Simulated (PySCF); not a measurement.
C2H7BeNSe, SMILES [N]([Be][SeH])(C)C. Atoms are numbered in the order given.

```xyz
12

Be    -0.2790    -0.0057     0.0000
N     -1.7811    -0.0022     0.0000
C     -2.5822     0.0025    -1.2099
C     -2.5822     0.0025     1.2099
H     -3.2431    -0.8847    -1.2651
H     -3.2295     0.8995    -1.2678
H     -1.9404    -0.0040    -2.1059
H     -3.2295     0.8995     1.2678
H     -3.2431    -0.8847     1.2651
H     -1.9404    -0.0040     2.1059
Se     1.7518    -0.0422     0.0000
H      1.8355     1.4236     0.0000
```
Charge 0, spin multiplicity 1.

Geometry: ωB97X-D3(BJ)/def2-SVP. The structure was generated by enumeration; whether it is a known compound was not checked. One conformer was computed; it need not be the lowest.

Method: PBE/def2-TZVP run with PySCF.

Symmetry labels are those of the subgroup Cs that the program uses (full group Cs).

Computed valence orbital energies around the gap with their symmetry:
```tsv
orbital	symmetry	energy (eV)
HOMO−7	A'	-10.96
HOMO−6	A"	-9.43
HOMO−5	A'	-9.43
HOMO−4	A"	-8.97
HOMO−3	A'	-8.26
HOMO−2	A'	-7.39
HOMO−1	A"	-5.89
HOMO	A'	-5.25
LUMO	A'	-1.00
LUMO+1	A'	-0.51
LUMO+2	A"	-0.50
LUMO+3	A'	0.32
```
